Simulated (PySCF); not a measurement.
# Reading the logs of faulty runs: ClGe2H4O

These are calculations, not measurements. They come from PySCF 2.14.0, an open-source quantum chemistry program, on an isolated molecule that a program drew, which may never have been made. The molecule is ClGe2H4O (charge 0, doublet), drawn as the SMILES string `[Cl][GeH][O][GeH3]`.

Each row is a Hartree-Fock (HF) and frozen-core CCSD(T) single point in the cc-pV(D+d)Z basis, meant for a local HF minimum. Run 1 is clean. Each other run has one planted mistake out of seven kinds, and not every kind appears here: one electron removed, one electron added, multiplicity raised by two, geometry at a saddle point, minimal basis STO-3G, one bond length entered in bohr, all coordinates scaled. The reference is restricted for singlets and unrestricted otherwise, and also for a bond in bohr. Adding or removing an electron swaps singlet and doublet. Electrons count all cores. HOMO and LUMO are orbital energies over both spins, the gradient is its largest component, and the lowest frequency (negative if imaginary) is given only where the gradient is small. Bond lengths are over the 7 bonds as drawn. T1 is the CCSD diagnostic: over 0.02 (restricted) or 0.045 (unrestricted) a single reference is doubtful. Germanium has the cc-pVDZ-PP basis, with a core potential (ECP10MDF) in place of its 10 inner electrons, and its 3s, 3p and 3d shells are frozen in CCSD(T).

Geometry of the clean run:
```xyz
8
ClGe2H4O, angstrom
Cl   -3.3973    1.1753    0.3022
Ge   -2.8294    0.0561    2.1010
O    -1.6333   -1.1299    1.6320
Ge   -1.1381   -2.0424    0.1779
H    -2.1740    1.0548    3.0733
H    -2.3912   -2.5528   -0.5330
H    -0.2869   -3.1974    0.6953
H    -0.3329   -1.1117   -0.7243
```

```
run  electrons  basis functions  <S^2>  HOMO (eV)  LUMO (eV)  gradient (hartree/bohr)  lowest frequency (cm^-1)  mean bond (Å)  longest bond (Å)      T1  HF (hartree)  CCSD(T) (hartree)                     mistake
  1         93              103  0.758      -9.52       0.56                  2.1e-06                        45         1.6926             2.193  0.0160   -1123.50153        -1124.05708                    no fault
  2         94              103  0.000      -1.34       7.39                  8.4e-02                         -         1.6926             2.193  0.0143   -1123.51418        -1124.09304          one electron added
  3         93              103  0.770     -10.01      -0.22                  4.3e-02                         -         1.8246             2.364  0.0205   -1123.46102        -1124.03158      all coordinates scaled
  4         93              103  3.765      -3.97      -2.62                  1.4e-01                         -         1.6926             2.193  0.0441   -1123.23633        -1123.78235  multiplicity raised by two
  5         93              103  0.862      -9.05       0.62                  3.3e-02                         -         1.9149             3.304  0.0307   -1123.42308        -1123.95440                           ?
```

**Which mistake was planted in run 5, and what did it cost?**

The mean bond changes by a factor of 1.131 and the longest by 1.507, so the molecule wasn't scaled as a whole. A length L in bohr read as angstrom grows by (1/0.5292 - 1) L = 0.890 L. The 7 bonds together grew by 7 x 0.2223 = 1.556 Å, which gives L = 1.749 Å. That is bond Ge2-O3, 1.748 Å in the clean geometry. So the mistake is: one bond length entered in bohr. Subtracting run 1 and multiplying by 627.51 kcal/mol a hartree, the energy moved by 49.2 kcal/mol in HF and 64.4 kcal/mol in CCSD(T).

